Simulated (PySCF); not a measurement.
# VF₃: from structure and modes to constants

Computed with UPBE0/[V def2-SVP, F def2-SVP], no relativity, density fitting, PySCF.

The triplet minimum has C2v symmetry. Masses (u): V 50.94396, F 18.99840.

```xyz
4
charge 0 multiplicity 3, angstrom
V     0.0433    0.0000    0.0000
F     1.7632    0.0000   -0.0001
F    -0.9393    1.4275    0.0001
F    -0.9393   -1.4275    0.0001
```

Harmonic wavenumbers (cm⁻¹): 101.8 (b2, ×1), 126.5 (b1, ×1), 201.4 (a1, ×1), 696.3 (a1, ×1), 717.9 (b2, ×1), 825.5 (a1, ×1).

Problem. Find the principal moments of inertia and the rotational constants. What kind of rotor is it?

Solution. About the centre of mass I = 77.43, 92.686, 170.12 u Å². With B = 16.8576/I this gives 0.2177, 0.1819, 0.09909 cm⁻¹. The molecule is an asymmetric top with κ = 0.40.

Problem. What is the harmonic zero-point energy?

Solution. Half the sum of all 6 wavenumbers, 2669/2 = 1335 cm⁻¹, which is 16.0 kJ/mol (1 cm⁻¹ = 0.0119627 kJ/mol).

Problem. Find the vibrational entropy and heat capacity at 298.15 K.

Solution. With u = 1.43878 ω/T, each mode gives S = R[u/(eᵘ−1) − ln(1−e⁻ᵘ)] and C = R u² eᵘ/(eᵘ−1)².
```json
{"ω (cm⁻¹)": "101.8", "u": "0.491", "S (J/(mol K))": "14.31", "C (J/(mol K))": "8.15"}
{"ω (cm⁻¹)": "126.5", "u": "0.610", "S (J/(mol K))": "12.55", "C (J/(mol K))": "8.06"}
{"ω (cm⁻¹)": "201.4", "u": "0.972", "S (J/(mol K))": "8.87", "C (J/(mol K))": "7.69"}
{"ω (cm⁻¹)": "696.3", "u": "3.360", "S (J/(mol K))": "1.30", "C (J/(mol K))": "3.50"}
{"ω (cm⁻¹)": "717.9", "u": "3.464", "S (J/(mol K))": "1.19", "C (J/(mol K))": "3.33"}
{"ω (cm⁻¹)": "825.5", "u": "3.984", "S (J/(mol K))": "0.78", "C (J/(mol K))": "2.55"}
```
The sums over all modes are S = 39.0 and C = 33.3 J/(mol K); the softest mode gives 37 % of the entropy.

Problem. Give the standard entropy (298.15 K, 1 bar) by its translational, rotational, vibrational and spin parts, and Cp.

Solution. Sackur–Tetrode with M = 107.94 u gives 167.2; rotation with symmetry number 2 gives 101.0; vibration 39.0; spin R ln 3 = 9.1. The total is 316.4 J/(mol K), and Cp = 4 R + 33.3 = 66.5 J/(mol K).

Other isomers or separated fragments may lie lower. With open d or f shells other occupations or spin states may lie lower.
